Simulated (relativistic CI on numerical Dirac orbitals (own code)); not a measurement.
**Sc2+ in a cubic cluster: L2,3 absorption with charge transfer**

Computed with a charge-transfer multiplet model of a cubic metal-ligand cluster with up to one ligand hole, Slater and spin-orbit integrals from Dirac-Coulomb-Breit ions, Slater integrals scaled by 0.9. The ground state mixes d1 with configurations of k ligand holes L, whose averages lie at kΔ + k(k − 1)U_dd/2; a core hole lowers each added d electron by U_cd. 20 K, Lorentzian 0.4 eV and Gaussian 0.3 eV FWHM.

Atomic integrals in eV (Slater integrals scaled, ζ unscaled), ground: F2dd 5.299, F4dd 3.246, zeta_d 0.008; with the core hole: F2dd 7.634, F4dd 4.756, zeta_d 0.015, zeta_core 3.008, F2cd 3.955, G1cd 2.758, G3cd 1.561. Where a configuration has fewer than two d electrons, the dd integrals are those of d2.

Cluster parameters (eV): Δ = 7.2, U_cd = 4.3, 10Dq = 0.3, 10Dq(ligand) = 0.8, V(eg) = 2.55, V(t2g) = -1.37, final-state hopping factor = 1.

```tsv
Case	n_d	d1	d2L	S
U_dd = 1.6 eV	1.25	0.75	0.25	0.50
U_dd = 3 eV	1.25	0.75	0.25	0.50
U_dd = 3.7 eV	1.25	0.75	0.25	0.50
U_dd = 4.4 eV	1.25	0.75	0.25	0.50
U_dd = 5.1 eV	1.25	0.75	0.25	0.50
```

Weights, n_d and S are thermal averages at 20 K. Photon energies count from the first peak over 30 % of the highest in each spectrum, which can be another peak from case to case. The parameters are a model scan and need not match a compound or its usual spin state. Peaks in eV (height, largest 100):
- U_dd = 1.6 eV: -1.1 (12), 0.0 (31), 1.4 (96), 3.4 (46), 4.1 (49), 5.6 (100), 8.3 (8)
- U_dd = 3 eV: -2.6 (12), -1.4 (30), 0.0 (93), 1.9 (45), 2.6 (48), 4.2 (100), 6.9 (8)
- U_dd = 3.7 eV: -2.6 (12), -1.4 (30), 0.0 (92), 1.9 (45), 2.6 (48), 4.2 (100), 6.9 (7)
- U_dd = 4.4 eV: -2.5 (12), -1.4 (29), 0.0 (92), 2.0 (45), 2.7 (48), 4.2 (100), 7.0 (7)
- U_dd = 5.1 eV: -1.4 (29), 0.0 (92), 2.0 (44), 2.6 (48), 4.2 (100), 7.0 (7)

For the case U_dd = 3.7 eV, Δ = 7.2 eV is larger than U_dd = 3.7 eV, the Mott-Hubbard side of the Zaanen-Sawatzky-Allen scheme. With the core hole the configuration with one ligand hole lies at Δ + U_dd − U_cd = 4.5, 5.9, 6.6, 7.3, 8.0 eV from the one without, in the order of the table; where this is negative the screened configuration lies lower, though the effective hopping of about 5.8 eV (from the holes of the mixed ground state) mixes the two strongly wherever it is as large as the gap.

With at most 1 ligand hole the space is cut while the next configuration still counts, so covalency is underestimated, and a final configuration with one more ligand hole, which can lie low, is missing from the spectra.
